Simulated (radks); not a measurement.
These are the eigenvalues of the occupied orbitals of an atom or ion with whole-number occupations (eV). Method: Dirac Kohn-Sham, PBE, spin-unpolarised, spherical densities, finite nucleus; Fermi nuclear charge, rms radius of each element as measured or else 0.836 A^(1/3) + 0.57 fm; computed with a radial shooting solver on a logarithmic mesh with Libxc functionals.

orbital  eigenvalue
1s1/2     -8210.084
2s1/2     -981.4474
2p1/2     -856.0458
2p3/2     -838.5630
3s1/2     -111.0053
3p1/2      -72.8296
3p3/2      -70.6219
3d3/2       -8.9989
3d5/2       -8.7598
4s1/2       -5.6411

Which element is it, and in what charge state? The configuration may be excited. Open shells, if any, fill j = l - 1/2 first.

Answer. Z = 28, nickel, charge 0: Ni in [Ar] 3d8 4s2. The list shows which subshells hold electrons but not how many an open one holds; the 1s level, -301.72 hartree, gives Z - s = 24.6 by -(Z - s)^2/2, which with screening and relativity narrows Z to a few neighbours, and the depths of the outer levels then fix element, charge and occupations together.
